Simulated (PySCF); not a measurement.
## Atomic charges against the basis set

Compound: CH₃F₄NSi.
Atom-mapped SMILES: `[NH2:1][Si@H:2]([F:3])[C:4]([F:5])([F:6])[F:7]` (hydrogens: H8, H9 on N1; H10 on Si2)

PBE0 throughout (PySCF), one geometry, spherical d and f functions. Geometry: PBE0-D3(BJ)/def2-SVP, one conformer, isolated molecule. Atoms taken as equivalent share a column and are averaged.

Mulliken charges (e):

| basis | functions | N1 | Si2 | F3 | C4 | F5/F6/F7 | H8/H9 | H10 |
| --- | --- | --- | --- | --- | --- | --- | --- | --- |
| STO-3G | 42 | -0.608 | +0.848 | -0.253 | +0.150 | -0.124 | +0.179 | -0.124 |
| 6-31G | 73 | -1.023 | +1.164 | -0.440 | +0.498 | -0.275 | +0.368 | -0.110 |
| pcSseg-0 | 73 | -1.094 | +1.507 | -0.478 | +0.431 | -0.328 | +0.350 | -0.080 |
| 6-31G* | 108 | -0.921 | +0.846 | -0.393 | +0.704 | -0.300 | +0.374 | -0.084 |
| cc-pVDZ | 117 | -0.295 | +0.604 | -0.311 | +0.356 | -0.177 | +0.127 | -0.075 |
| def2-SVP | 117 | -0.408 | +0.772 | -0.341 | +0.348 | -0.198 | +0.158 | -0.092 |
| aug-cc-pVDZ | 192 | -0.225 | +0.863 | -0.631 | +1.220 | -0.460 | -0.034 | +0.219 |
| 6-311+G(2d,p) | 215 | -0.888 | +1.249 | -0.473 | +0.510 | -0.287 | +0.255 | -0.046 |
| def2-TZVP | 241 | -0.625 | +0.586 | -0.315 | +0.350 | -0.164 | +0.259 | -0.021 |
| cc-pVTZ | 256 | -0.328 | +0.502 | -0.286 | +0.330 | -0.164 | +0.157 | -0.041 |
| IGLO-III | 284 | -0.648 | +1.173 | -0.485 | +0.305 | -0.198 | +0.205 | -0.161 |
| pcSseg-2 | 301 | -0.580 | +0.958 | -0.406 | +0.491 | -0.240 | +0.191 | -0.124 |

IAO charges (e):

```csv
basis,functions,N1,Si2,F3,C4,F5/F6/F7,H8/H9,H10
STO-3G,42,-0.706,+1.037,-0.369,+0.199,-0.149,+0.204,-0.122
6-31G,73,-0.813,+1.132,-0.510,+0.469,-0.257,+0.290,-0.089
pcSseg-0,73,-0.797,+1.157,-0.500,+0.458,-0.255,+0.275,-0.103
6-31G*,108,-0.837,+1.250,-0.530,+0.527,-0.279,+0.281,-0.136
cc-pVDZ,117,-0.827,+1.232,-0.528,+0.527,-0.277,+0.280,-0.133
def2-SVP,117,-0.822,+1.248,-0.527,+0.524,-0.278,+0.276,-0.140
aug-cc-pVDZ,192,-0.854,+1.248,-0.538,+0.538,-0.283,+0.291,-0.128
"6-311+G(2d,p)",215,-0.866,+1.279,-0.541,+0.530,-0.284,+0.292,-0.136
def2-TZVP,241,-0.866,+1.292,-0.543,+0.537,-0.286,+0.290,-0.142
cc-pVTZ,256,-0.861,+1.279,-0.540,+0.538,-0.285,+0.289,-0.139
IGLO-III,284,-0.869,+1.289,-0.543,+0.533,-0.285,+0.292,-0.139
pcSseg-2,301,-0.869,+1.290,-0.543,+0.536,-0.286,+0.292,-0.141
```

Hirshfeld charges (e):

```json
{"basis": "STO-3G", "functions": "42", "N1": "-0.318", "Si2": "+0.509", "F3": "-0.175", "C4": "+0.155", "F5/F6/F7": "-0.095", "H8/H9": "+0.098", "H10": "-0.084"}
{"basis": "6-31G", "functions": "73", "N1": "-0.302", "Si2": "+0.444", "F3": "-0.235", "C4": "+0.166", "F5/F6/F7": "-0.098", "H8/H9": "+0.136", "H10": "-0.050"}
{"basis": "pcSseg-0", "functions": "73", "N1": "-0.302", "Si2": "+0.475", "F3": "-0.228", "C4": "+0.163", "F5/F6/F7": "-0.104", "H8/H9": "+0.132", "H10": "-0.063"}
{"basis": "6-31G*", "functions": "108", "N1": "-0.293", "Si2": "+0.406", "F3": "-0.205", "C4": "+0.156", "F5/F6/F7": "-0.092", "H8/H9": "+0.136", "H10": "-0.061"}
{"basis": "cc-pVDZ", "functions": "117", "N1": "-0.295", "Si2": "+0.418", "F3": "-0.202", "C4": "+0.147", "F5/F6/F7": "-0.090", "H8/H9": "+0.134", "H10": "-0.066"}
{"basis": "def2-SVP", "functions": "117", "N1": "-0.296", "Si2": "+0.429", "F3": "-0.204", "C4": "+0.157", "F5/F6/F7": "-0.096", "H8/H9": "+0.134", "H10": "-0.067"}
{"basis": "aug-cc-pVDZ", "functions": "192", "N1": "-0.309", "Si2": "+0.454", "F3": "-0.217", "C4": "+0.157", "F5/F6/F7": "-0.097", "H8/H9": "+0.133", "H10": "-0.058"}
{"basis": "6-311+G(2d,p)", "functions": "215", "N1": "-0.304", "Si2": "+0.453", "F3": "-0.217", "C4": "+0.160", "F5/F6/F7": "-0.100", "H8/H9": "+0.133", "H10": "-0.058"}
{"basis": "def2-TZVP", "functions": "241", "N1": "-0.305", "Si2": "+0.440", "F3": "-0.208", "C4": "+0.157", "F5/F6/F7": "-0.097", "H8/H9": "+0.135", "H10": "-0.060"}
{"basis": "cc-pVTZ", "functions": "256", "N1": "-0.306", "Si2": "+0.435", "F3": "-0.206", "C4": "+0.156", "F5/F6/F7": "-0.095", "H8/H9": "+0.135", "H10": "-0.062"}
{"basis": "IGLO-III", "functions": "284", "N1": "-0.305", "Si2": "+0.444", "F3": "-0.207", "C4": "+0.160", "F5/F6/F7": "-0.100", "H8/H9": "+0.133", "H10": "-0.057"}
{"basis": "pcSseg-2", "functions": "301", "N1": "-0.311", "Si2": "+0.452", "F3": "-0.213", "C4": "+0.157", "F5/F6/F7": "-0.098", "H8/H9": "+0.134", "H10": "-0.060"}
```

Some averages cover members that differ in this geometry, most widely: H8/H9, Mulliken in aug-cc-pVDZ -0.059 to -0.010 e.

Problem. Which scheme is steadiest as the basis changes?

Solution. Largest range over the bases for any column: Hirshfeld 0.10 e, IAO 0.34 e, Mulliken 1.07 e. Hirshfeld charges move least and Mulliken charges most, counted in e. Without the minimal STO-3G basis the ranges are Hirshfeld 0.07, IAO 0.16, Mulliken 1.00 e.

Problem. How much do the charges still move between the two largest bases, IGLO-III and pcSseg-2?

Solution. At most, over all atoms: Mulliken 0.215 e, IAO 0.003 e, Hirshfeld 0.009 e.

Problem. What do the same runs give for the total energy, the frontier levels and the dipole moment?

Solution. 
| basis | energy (Eh) | HOMO (eV) | LUMO (eV) | μ (D) |
| --- | --- | --- | --- | --- |
| STO-3G | -772.6646 | -3.96 | 7.20 | 1.90 |
| 6-31G | -782.8149 | -8.48 | 0.74 | 3.51 |
| pcSseg-0 | -781.5225 | -8.51 | 0.90 | 3.47 |
| 6-31G* | -782.9860 | -8.26 | 1.03 | 3.04 |
| cc-pVDZ | -783.0304 | -8.31 | 0.87 | 3.13 |
| def2-SVP | -782.5466 | -8.41 | 0.86 | 3.19 |
| aug-cc-pVDZ | -783.0828 | -8.63 | -0.49 | 3.12 |
| 6-311+G(2d,p) | -783.2003 | -8.69 | -0.33 | 3.22 |
| def2-TZVP | -783.2579 | -8.62 | 0.19 | 3.16 |
| cc-pVTZ | -783.2286 | -8.54 | 0.38 | 3.10 |
| IGLO-III | -783.2643 | -8.64 | 0.06 | 3.15 |
| pcSseg-2 | -783.2613 | -8.70 | -0.07 | 3.21 |

The dipole is fixed by the density alone, so its range of 1.61 D shows that the density itself changes with the basis, not only its division among atoms.
